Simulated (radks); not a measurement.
Coulomb parameter of the 5d shell of the tantalum ion Ta2+ in the model configuration [Xe] 4f14 5d2 6p1, as a second difference U = [E(n + 0.5) + E(n - 0.5) - 2 E(n)] / (0.5)^2 with all orbitals relaxed. "Bare": the charge of the atom changes with n. "Screened": the 6p shell takes up the change at fixed total charge, which measures U(5d,5d) + U(6p,6p) - 2 U(5d,6p). All-electron calculation, scalar-relativistic Kohn-Sham, r2SCAN, spin-unpolarised, spherical densities, finite nucleus; meta-GGA in the generalised Kohn-Sham scheme; Fermi nuclear charge, rms radius 5.3507 fm. Program: a radial shooting solver on a logarithmic mesh with Libxc functionals.

\begin{tabular}{lrr}
case & configuration & E - E(n) (eV) \\ \hline
start & [Xe] 4f14 5d2 6p1 & 0.000 \\
bare +0.5 & [Xe] 4f14 5d2.5 6p1 & -9.366 \\
bare -0.5 & [Xe] 4f14 5d1.5 6p1 & 11.972 \\
screened +0.5 & [Xe] 4f14 5d2.5 6p0.5 & -3.543 \\
screened -0.5 & [Xe] 4f14 5d1.5 6p1.5 & 3.902 \\
\end{tabular}

U(bare) = 10.425 eV, U(screened by 6p) = 1.435 eV, against the Slater integral F0(5d,5d) = 13.051 eV with frozen orbitals.
